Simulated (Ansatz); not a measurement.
Born–Oppenheimer molecular dynamics of CH$_{4}$OZn (7 atoms, charge 0, multiplicity 1). It goes on from the last frame of an earlier run, with new velocities.

Computed with RKS r2SCAN-D4/def2-SVP in Ansatz.

```
ensemble        : NVT, Langevin thermostat
time step       : 0.5 fs
steps asked     : 250
set temperature : 50 K
friction        : 0.001 /fs
seed            : 81379
```

First frame:

```xyz
7
Properties=species:S:1:pos:R:3
Zn -0.055 -0.017 -0.043
O -0.207 -0.025 1.757
H 0.575 -0.250 2.277
C -0.053 -0.028 -1.961
H -0.403 -0.934 -2.379
H -0.544 0.856 -2.315
H 0.985 0.020 -2.345
```

(1) How far do the bonds stretch over the last three quarters of this one trajectory? (Pairs bonded in most of those frames.)

Results:

(1) 
```
  bond  mean (Å)  spread (Å)  shortest  longest
Zn1–O2     1.773       0.020      1.74     1.81
Zn1–C4     1.920       0.025      1.87     1.96
 O2–H3     0.965       0.007      0.95     0.98
 C4–H5     1.104       0.020      1.06     1.15
 C4–H6     1.105       0.028      1.06     1.15
 C4–H7     1.103       0.020      1.06     1.15
```

Mean temperature of the second half: 87 K. The mean temperature of the second half is 74 % above the set value. A run of 0.12 ps of so small a system gives no equilibrium averages.

The run took 7.7 min on 2 threads of Arm Neoverse V2, on a shared host, peak memory 0.16 GiB.
